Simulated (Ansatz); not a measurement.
Consider the cleavage of the Ga–Sn bond: `[CH3][SnH2][GaH2]` + `NB1CS1` → `[GaH2][NH]B1CS1` + `[CH3][SnH3]`.

Program: Ansatz. Geometries: PBE0-D4/def2-TZVP. ΔE: electronic, gas phase. CBS: MP2 limit from def2 TZ/QZ plus the TZ coupled-cluster correction, frozen cores. DFT in def2-TZVPP. B3LYP here is the variant with VWN-RPA as its local correlation; programs differ in this. HSE06 is defined as in plane-wave codes. Elements past krypton have def2 core potentials. For Ga, Sn outer-core shells are correlated without core-valence functions, which leaves a few kJ/mol of doubt a bond. Scalar relativity is left out up to krypton. One conformer a species, not always the lowest.

`[CH3][SnH2][GaH2]`:

```xyz
10

C    -1.580   -0.406    0.771
Sn    0.080   -0.606   -0.579
Ga    1.912    1.247   -0.287
H    -2.296   -1.211    0.600
H    -1.229   -0.456    1.802
H    -2.076    0.551    0.613
H     0.767   -2.162   -0.345
H    -0.537   -0.596   -2.181
H     1.789    2.343    0.838
H     3.171    1.295   -1.231
```

`NB1CS1`:

Z-matrix (Å, degrees):
```
C
B 1 1.529
S 1 1.871 2 61.7
H 1 1.086 2 121.3 3 101.9
H 1 1.086 2 121.3 3 -101.9
N 2 1.380 1 147.0 3 -180.0
H 6 1.005 2 122.9 1 -180.0
H 6 1.005 2 122.6 1 0.0
```

`[GaH2][NH]B1CS1`:

Cartesian coordinates in Å:
```
Ga 1.573 0.924 -0.971
N 0.641 -0.645 -0.660
B -0.471 -0.753 0.168
C -1.436 -0.017 1.101
S -1.695 -1.850 0.825
H 1.044 2.189 -0.236
H 2.792 0.809 -1.939
H 0.952 -1.490 -1.119
H -1.158 0.234 2.121
H -2.242 0.599 0.711
```

`[CH3][SnH3]`:

Z-matrix (Å, degrees):
```
C
Sn 1 2.140
H 1 1.090 2 110.0
H 1 1.090 2 110.0 3 -120.0
H 1 1.090 2 110.0 3 120.0
H 2 1.709 1 110.1 3 -59.7
H 2 1.709 1 110.1 3 -179.7
H 2 1.709 1 110.1 3 60.3
```

```json
{"level": "LDA (SPW92)", "ΔE (kcal/mol)": "0.5", "difference from CCSD(T)/CBS": "1.4"}
{"level": "PBE-D4", "ΔE (kcal/mol)": "1.5", "difference from CCSD(T)/CBS": "2.4"}
{"level": "revPBE-D4", "ΔE (kcal/mol)": "0.3", "difference from CCSD(T)/CBS": "1.2"}
{"level": "BLYP-D4", "ΔE (kcal/mol)": "-0.2", "difference from CCSD(T)/CBS": "0.7"}
{"level": "r2SCAN-D4", "ΔE (kcal/mol)": "-0.5", "difference from CCSD(T)/CBS": "0.4"}
{"level": "B97M-V", "ΔE (kcal/mol)": "-3.2", "difference from CCSD(T)/CBS": "-2.3"}
{"level": "PBE0-D4", "ΔE (kcal/mol)": "1.3", "difference from CCSD(T)/CBS": "2.2"}
{"level": "B3LYP-D4", "ΔE (kcal/mol)": "0.0", "difference from CCSD(T)/CBS": "0.9"}
{"level": "r2SCANh-D4", "ΔE (kcal/mol)": "-0.3", "difference from CCSD(T)/CBS": "0.6"}
{"level": "r2SCAN0-D4", "ΔE (kcal/mol)": "0.0", "difference from CCSD(T)/CBS": "0.9"}
{"level": "BHLYP-D4", "ΔE (kcal/mol)": "-0.3", "difference from CCSD(T)/CBS": "0.6"}
{"level": "CAM-B3LYP-D4", "ΔE (kcal/mol)": "-1.4", "difference from CCSD(T)/CBS": "-0.5"}
{"level": "ωB97X-V", "ΔE (kcal/mol)": "-1.4", "difference from CCSD(T)/CBS": "-0.5"}
{"level": "ωB97M-V", "ΔE (kcal/mol)": "-0.5", "difference from CCSD(T)/CBS": "0.4"}
{"level": "B2PLYP", "ΔE (kcal/mol)": "-1.0", "difference from CCSD(T)/CBS": "-0.1"}
{"level": "PBE-QIDH", "ΔE (kcal/mol)": "-0.6", "difference from CCSD(T)/CBS": "0.3"}
{"level": "PBE", "ΔE (kcal/mol)": "2.0", "difference from CCSD(T)/CBS": "2.9"}
{"level": "revPBE", "ΔE (kcal/mol)": "2.3", "difference from CCSD(T)/CBS": "3.2"}
{"level": "BLYP", "ΔE (kcal/mol)": "1.1", "difference from CCSD(T)/CBS": "2.0"}
{"level": "r2SCAN", "ΔE (kcal/mol)": "-0.4", "difference from CCSD(T)/CBS": "0.5"}
{"level": "PBE0", "ΔE (kcal/mol)": "1.7", "difference from CCSD(T)/CBS": "2.6"}
{"level": "r2SCAN0", "ΔE (kcal/mol)": "0.2", "difference from CCSD(T)/CBS": "1.1"}
{"level": "HSE06", "ΔE (kcal/mol)": "1.7", "difference from CCSD(T)/CBS": "2.6"}
{"level": "BHLYP", "ΔE (kcal/mol)": "-0.1", "difference from CCSD(T)/CBS": "0.8"}
{"level": "CAM-B3LYP", "ΔE (kcal/mol)": "-1.0", "difference from CCSD(T)/CBS": "-0.1"}
{"level": "LC-ωPBE", "ΔE (kcal/mol)": "-0.7", "difference from CCSD(T)/CBS": "0.2"}
{"level": "RPA@PBE/def2-TZVPP", "ΔE (kcal/mol)": "-3.4", "difference from CCSD(T)/CBS": "-2.5"}
{"level": "HF/def2-SVP", "ΔE (kcal/mol)": "-2.2", "difference from CCSD(T)/CBS": "-1.3"}
{"level": "MP2/def2-SVP", "ΔE (kcal/mol)": "-4.7", "difference from CCSD(T)/CBS": "-3.8"}
{"level": "CCSD/def2-SVP", "ΔE (kcal/mol)": "-3.0", "difference from CCSD(T)/CBS": "-2.1"}
{"level": "CCSD(T)/def2-SVP", "ΔE (kcal/mol)": "-3.5", "difference from CCSD(T)/CBS": "-2.6"}
{"level": "HF/def2-TZVPP", "ΔE (kcal/mol)": "-1.7", "difference from CCSD(T)/CBS": "-0.8"}
{"level": "MP2/def2-TZVPP", "ΔE (kcal/mol)": "-2.9", "difference from CCSD(T)/CBS": "-2.0"}
{"level": "SCS-MP2/def2-TZVPP", "ΔE (kcal/mol)": "-3.3", "difference from CCSD(T)/CBS": "-2.4"}
{"level": "CCSD/def2-TZVPP", "ΔE (kcal/mol)": "-2.3", "difference from CCSD(T)/CBS": "-1.4"}
{"level": "CCSD(T)/def2-TZVPP", "ΔE (kcal/mol)": "-2.7", "difference from CCSD(T)/CBS": "-1.8"}
{"level": "MP2/def2-QZVPP", "ΔE (kcal/mol)": "-2.0", "difference from CCSD(T)/CBS": "-1.1"}
{"level": "HF/CBS(def2)", "ΔE (kcal/mol)": "-1.9", "difference from CCSD(T)/CBS": "-1.0"}
{"level": "MP2/CBS(def2)", "ΔE (kcal/mol)": "-1.1", "difference from CCSD(T)/CBS": "-0.2"}
{"level": "CCSD/CBS(def2)", "ΔE (kcal/mol)": "-0.5", "difference from CCSD(T)/CBS": "0.4"}
{"level": "CCSD(T)/CBS", "ΔE (kcal/mol)": "-0.9", "difference from CCSD(T)/CBS": "0"}
```

Largest T1 diagnostic among the species: 0.014.

The D4 term adds −0.9 kcal/mol with B3LYP and −0.4 kcal/mol with PBE0; it sums over pairs of atoms, weighted by their polarisabilities, and B3LYP, whose exchange is more repulsive, gets the larger term. Leaving LDA and LC-ωPBE aside and taking each functional with its dispersion term where it has one, the values spread over 4.7 kcal/mol, from B97M-V to PBE-D4. LDA lies −1.5 kcal/mol from PBE without D4.
